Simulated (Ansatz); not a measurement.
# CSe (SMILES [C][Se]): where methods fail along a bond

CSe: 2 atoms, total charge 0, spin state singlet. SMILES: `[C][Se]`. The coordinates come from a PBE0-D4/def2-TZVP relaxation.

| atom | x (Å) | y (Å) | z (Å) |
| --- | --- | --- | --- |
| C | 0.0000 | 0.0000 | -0.0085 |
| Se | 0.0000 | 0.0000 | 1.6628 |

The C1–Se2 distance is scanned; the parts on either side stay rigid. Basis STO-3G, 10 core orbitals frozen in the correlated methods; program Ansatz 0.2.0. FCI is exact within this basis and core. Energies in eV from each method's value at 1.671 Å; methods without a U are spin-restricted; a dash marks a point that is missing or didn't converge. The shape above is that at 1.671 Å.

```
distance (Å)  BLYP  revPBE  B3LYP  r2SCAN0  CAM-B3LYP  UCCSD(T)  CCSDTQ   FCI
       1.654  0.03    0.03   0.02     0.01       0.00      0.04    0.04  0.04
       1.671  0.00    0.00   0.00     0.00       0.00      0.00    0.00  0.00
       2.068  1.54    1.59   1.92     2.21       2.28         –    1.46  1.47
       2.089  1.69    1.74   2.08     2.39       2.47         –    1.60  1.60
       2.481  4.43    4.58   5.21     5.83       5.98         –       –  3.93
       2.507  4.59    4.75   5.39     6.03       6.19         –       –  4.05
       3.308  8.24    8.44   9.60    10.41      10.07      5.73       –  5.69
       3.343  8.33    8.53   9.70    10.49      10.13      5.74       –  5.71
       4.136  9.49    9.66  10.76    11.18      10.71      5.81       –  5.83
       4.178  9.51    9.69  10.78    11.20      10.73         –       –  5.83
```

Departure from the FCI curve at its largest: BLYP +3.68 eV at 4.18 Å; revPBE +3.86 eV at 4.18 Å; B3LYP +4.94 eV at 4.18 Å; r2SCAN0 +5.36 eV at 4.18 Å; CAM-B3LYP +4.89 eV at 4.18 Å; UCCSD(T) +0.04 eV at 3.31 Å; CCSDTQ within 0.005 eV. Restricted functionals keep the electrons paired too, and rise too high.
